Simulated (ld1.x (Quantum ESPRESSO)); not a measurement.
# PBE TM dataset for sulfur, fully relativistic all-electron reference.

- Element: sulfur
- Generator: ld1.x (Quantum ESPRESSO) 7.5
- Type: norm-conserving Troullier–Martins (Kleinman–Bylander form)
- Functional: PBE
- Relativity: fully relativistic
- Frozen core: [Ne]
- Valence charge: 6
- Reference configuration: 3s2 3p4
- Partial waves: 3s (bound): rc 1.45 bohr; 3p (bound): rc 1.60 bohr; 3d channel at 0.1 Ry: rc 1.60 bohr
- Local potential: all-electron potential smoothed inside 1.10 bohr (lloc = -2)
- Core correction: Bessel-smoothed model core inside 1.15 bohr

Open shells are filled in proportion to 2j + 1 (rel_dist='average').

All-electron outer shells of the reference configuration (PBE, scalar-relativistic, ld1.x):

```
shell  level (eV)  outermost node (bohr)  outermost maximum (bohr)
   2s     -211.71                   0.13                      0.39
   2p     -156.51                      –                      0.33
   3s      -17.26                   0.60                      1.40
   3p       -7.01                   0.58                      1.61
```

What the tests gave:

```json
{
  "Cutoffs needed": "35 Ry and 60 Ry (the cutoffs (Ry, on a coarse ladder) from which the occupation-weighted sum of valence levels, in a spherical-Bessel basis at the reference potential, stays within 10 and 1 mRy of its value at 400 Ry)",
  "Ghost test": "no extra level below or beside the all-electron valence levels (s, p1/2, p3/2, d3/2, d5/2, f tested) (spherical-Bessel basis up to 400 Ry, 20 bohr box)",
  "Largest excitation error": "+268 meV (all-electron minus pseudo) for 3s2 3p0, out of 7 test configurations"
}
```

Generation and tests took about 0.91 s on one core of a shared server CPU.
